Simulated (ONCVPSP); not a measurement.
Before and after: ONCV potential for zirconium

```json
{
  "Element": "zirconium",
  "Generator": "ONCVPSP 4.0.1",
  "Type": "optimised norm-conserving Vanderbilt (ONCV)",
  "Functional": "PBE",
  "Relativity": "fully relativistic",
  "Frozen core": "[Ar] 3d10",
  "Valence charge": "12",
  "Reference configuration": "4s2 4p6 4d2 5s2",
  "Partial waves": "4s+5s: rc 1.80 bohr, ncon 4, nbas 8, qcut 5.1 1/bohr, 2 projectors; 4p: rc 1.45 bohr, ncon 4, nbas 8, qcut 5.9 1/bohr, 2 projectors, debl 1.7 Ha; 4d: rc 2.80 bohr, ncon 4, nbas 9, qcut 5 1/bohr, 2 projectors, debl 1.4 Ha",
  "Local potential": "polynomial inside 1.05 bohr (lpopt 1, dvloc0 2 Ha)",
  "Core correction": "Teter function, fcfact 4.25, rcfact 1.4"
}
```

Open shells are filled in proportion to 2j + 1.

All-electron outer shells of the reference configuration (PBE, scalar-relativistic, ld1.x):

| shell | level (eV) | outermost node (bohr) | outermost maximum (bohr) |
| --- | --- | --- | --- |
| 3d | -174.71 | – | 0.35 |
| 4s | -54.50 | 0.55 | 1.08 |
| 4p | -32.46 | 0.56 | 1.17 |
| 5s | -4.44 | 1.47 | 3.15 |
| 4d | -3.60 | 0.58 | 1.59 |

Change: d: qcut 7.5.

Cutoffs: the cutoffs (Ha) at which the residual kinetic energy of the hardest occupied pseudo-wave falls to 1 and 0.1 mHa per electron; they do not see the model core or the augmentation charge, which bear on the density cutoff. Errors are all-electron minus pseudo energies relative to the spin-unpolarised reference configuration.

Predict the effect on cutoff, ghosts and configuration errors.

The potential gets neither clearly harder nor softer (21 Ha and 88 Ha → 21 Ha and 88 Ha); the p channel sets the loose cutoff, while the largest relative change is in d, which becomes harder; of the 4 tests that both files solve, the error grows in 0 and shrinks in 3 by more than 15 % and 0.3 meV (median size 17.9 → 4.7 meV); neither file shows a bound ghost.

```csv
quantity,base,changed
"cutoff, loose",21 Ha,21 Ha
"cutoff, tight",88 Ha,88 Ha
loose cutoff by channel,"s 12 Ha, p 21 Ha, d 9.3 Ha","s 12 Ha, p 21 Ha, d 13 Ha"
bound ghosts,none,none
GHOST(+) flags under 300 eV,s at 133.4 eV,s at 133.4 eV
"error for 4s2 4p6 4d2 5s1, meV [ΔE 7.14 eV]",-0.6,-0.7
"error for 4s2 4p6 4d2 5s0, meV [ΔE 20.08 eV]",-8.1,-5.5
"error for 4s2 4p6 4d1 5s0, meV [ΔE 42.70 eV]",+28,+5.7
"error for 4s2 4p6 4d1 5s2 5p1, meV [ΔE 3.00 eV]",+28,+4.0
s: phases at 1.83 bohr within 0.05 rad from the reference energy up to (Ha; the scan ends near 5),4.1,4.1
p3/2: phases at 1.47 bohr within 0.05 rad from the reference energy up to (Ha; the scan ends near 5),to the end of the scan,to the end of the scan
p1/2: phases at 1.47 bohr within 0.05 rad from the reference energy up to (Ha; the scan ends near 5),5.0,5.0
d5/2: phases at 2.84 bohr within 0.05 rad from the reference energy up to (Ha; the scan ends near 5),3.6,4.1
d3/2: phases at 2.84 bohr within 0.05 rad from the reference energy up to (Ha; the scan ends near 5),3.6,4.0
"rms error of d²Exc/dni dnj with the model core, mHa",3.14,3.13
```
